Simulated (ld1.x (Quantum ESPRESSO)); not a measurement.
u(r) = r·R(r): atom against pseudo-atom (beryllium (Be))

Columns: radius, all-electron u(r) and pseudo u(r) of the 2p shell (level -1.97 eV) of beryllium in the configuration [He] 2s2 2p0; PBEsol, scalar-relativistic, PAW scheme, ld1.x (Quantum ESPRESSO) 7.5.

```csv
r (bohr),all-electron,pseudo
0.168,0.0309,0.0074
0.335,0.0931,0.0288
0.503,0.1636,0.0632
0.670,0.2314,0.1080
0.838,0.2934,0.1610
1.005,0.3475,0.2182
1.172,0.3948,0.2769
1.340,0.4353,0.3341
1.508,0.4681,0.3867
1.675,0.4932,0.4321
1.842,0.5115,0.4691
2.010,0.5236,0.4971
2.178,0.5302,0.5157
2.345,0.5318,0.5254
2.512,0.5293,0.5275
2.680,0.5232,0.5235
2.848,0.5141,0.5148
3.015,0.5026,0.5030
3.182,0.4891,0.4892
3.350,0.4740,0.4740
3.518,0.4577,0.4577
3.685,0.4407,0.4407
3.852,0.4232,0.4232
4.020,0.4054,0.4054
4.188,0.3875,0.3875
4.355,0.3700,0.3700
```

How many radial nodes do the two functions have?

The all-electron 2p function has n − l − 1 = 0; the pseudo-wave has 0.

At about which radius was the pseudo-wave matched?

3.35 bohr. The columns agree to 0.0005 from 3.02 bohr on; several derivatives are matched, so the curves merge somewhat inside the radius.

Where does each function peak?

Outermost all-electron maximum near 2.35 bohr, pseudo maximum near 2.51 bohr (to the table’s step).

Is the pseudo-wave norm-conserving?

No, it belongs to a PAW set: the norm inside the radius is not constrained, and the difference is carried by the augmentation charge.
